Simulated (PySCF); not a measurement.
A run for PySCF: R-HF/STO-3G on CH8Si (a complex), monomers drawn apart or pushed together.

```python
from pyscf import gto, scf, dft, mp
from pyscf.data.elements import chemcore

mol = gto.M(
    atom='''
    C     0.04923857   -0.11821289   -0.08035271
    H    -0.18798148    0.90473633    0.20852291
    H     1.02349754   -0.39274876    0.32162086
    H    -0.70970760   -0.79264067    0.31376523
    H     0.07115905   -0.19236641   -1.16675698
    Si   -0.03892167    0.09399661    3.30293699
    H     0.66717835    1.27379102    2.75608153
    H    -0.07601722    0.18411594    4.78049273
    H     0.67470344   -1.13915648    2.90346428
    H    -1.42202992    0.05768959    2.77810631
    ''',
    basis='sto-3g',
    charge=0, spin=0, verbose=3, max_memory=1800)
mf = scf.RHF(mol)
mf.conv_tol = 1e-8
mf.max_cycle = 100
mf.kernel()
if not mf.converged:
    mf = mf.newton().run(mf.mo_coeff, mf.mo_occ)
```

Problem. What total energy does the run end on?

Solution. -327.6340 hartree.
